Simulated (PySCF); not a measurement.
Species: C₇H₆F₂.
SMILES with atom numbers: `[F:1][C:2]1=[CH:3][C:4]2([CH2:5][CH2:6]2)[C:7]([F:8])=[CH:9]1` (hydrogens: H10 on C3; H11, H12 on C5; H13, H14 on C6; H15 on C9)

Structure used (GFN2-xTB), in Å, numbered top down from 1:
```xyz
15
C7H6F2 angstrom
F      2.7973   -1.6034   -0.7514
C      1.7606   -0.8118   -0.4501
C      0.4931   -1.2101   -0.2440
C     -0.2989   -0.0088    0.0577
C     -1.4520    0.0040    1.0483
C     -1.7394    0.1759   -0.3921
C      0.6803    1.0842   -0.0080
F      0.3274    2.3562    0.2127
C      1.9044    0.6178   -0.3084
H      0.0998   -2.2062   -0.2841
H     -1.5184    0.8640    1.6969
H     -1.6880   -0.9354    1.5230
H     -2.0078    1.1562   -0.7550
H     -2.1799   -0.6414   -0.9411
H      2.8172    1.1668   -0.4262
```

Mayer bond orders were computed from the PBE0/pcSseg-1 density (PySCF). Geometry: GFN2-xTB; no solvent, vibrations or thermal averaging.

**Question.** Rank these bonds by Mayer order, highest first.
A. C6–C4
B. F1–C2
C. C4–C7
D. C7–C9
E. C9–C2

**Answer.** D (1.69), E (1.12), C (1.03), B (0.94), A (0.86).

**Question.** Set the orders of all bonds between heavy atoms beside their lengths and the difference of the Mulliken charges at their ends.

**Answer.** 
| bond | Mayer order | length (Å) | q(first) − q(second) (e) |
| --- | --- | --- | --- |
| C2–C3 | 1.716 | 1.345 | +0.409 |
| C7–C9 | 1.692 | 1.344 | +0.576 |
| C9–C2 | 1.123 | 1.444 | -0.496 |
| C4–C7 | 1.026 | 1.469 | -0.882 |
| C3–C4 | 0.999 | 1.470 | +0.392 |
| C5–C6 | 0.980 | 1.479 | 0.000 |
| C7–F8 | 0.953 | 1.338 | +0.670 |
| F1–C2 | 0.941 | 1.339 | -0.593 |
| C4–C5 | 0.861 | 1.520 | -0.378 |
| C6–C4 | 0.861 | 1.520 | +0.377 |

Mayer orders depend on the basis set.
